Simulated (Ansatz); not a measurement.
Isolated molecules relaxed with PBE0-D4/def2-TZVP in Ansatz; ΔE leaves out vibrations. CBS: MP2 limit from def2 TZ/QZ plus the TZ coupled-cluster correction, frozen cores. Functionals use def2-TZVPP. Elements past krypton have def2 core potentials. For Br, Ge, Y outer-core shells are correlated without core-valence functions, which leaves a few kJ/mol of doubt a bond. Scalar relativity is left out up to krypton.

`[Cl][GeH]([Cl])[Br]` + `[CH3][Y]([F])[Cl]` → `[F][GeH]([Cl])[Br]` + `[CH3][Y]([Cl])[Cl]`  (redistribution)

CCSD(T)/CBS gives +0.09 eV.

Q: Another level gave +0.07 eV. Which?
A. BHLYP/def2-TZVPP
B. r2SCANh/def2-TZVPP
C. PBE0-D4/def2-TZVPP
D. LDA (SPW92)/def2-TZVPP

A: B. r2SCANh 0.07, PBE0-D4 0.13, BHLYP 0.02, LDA (SPW92) 0.19 eV.

Largest T1 diagnostic among the species: 0.013.

Leaving LDA and LC-ωPBE aside and taking each functional with its dispersion term where it has one, the values, not all of them listed here, spread over 0.17 eV, from B97M-V to revPBE-D4. In def2-TZVPP, CCSD(T) changes the Hartree–Fock value by +0.17 eV (the triples alone add +0.02 eV) and MP2 by +0.21 eV.
